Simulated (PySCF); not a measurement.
## Electron correlation in Nb³⁰⁺ (niobium, charge +30)

[Ne] 3s1, 2S determinant. Calculation: PySCF 2.14, in an even-tempered Gaussian basis (18 s from 4.1 bohr⁻², ratio 2.5; 11 p from 5.4 bohr⁻², ratio 2.5; 5 d from 20 bohr⁻², ratio 2.7; 4 f from 30 bohr⁻², ratio 2.7); scalar relativity by spin-free X2C-1e. Frozen: 1s2; 9 electrons correlated; the 19 highest virtual orbitals of each spin left out.

MP2 pair energies summed by pair of shells (mhartree):

| pair | energy | share (%) |
| --- | --- | --- |
| 2p-2p | -215.45 | 66.3 |
| 2s-2p | -65.31 | 20.1 |
| 2p-3s | -28.07 | 8.6 |
| 2s-2s | -11.21 | 3.5 |
| 2s-3s | -4.72 | 1.5 |

Total MP2 correlation energy: -324.76 mhartree.

At this charge the one-electron X2C treatment keeps the bare 1/r₁₂, with no two-electron picture change or Breit term. The effect here is smaller than on the frozen 1s shell; and a scalar Hamiltonian misses the large spin-orbit splitting of the p shells, which matters for ns² → np² pairs.
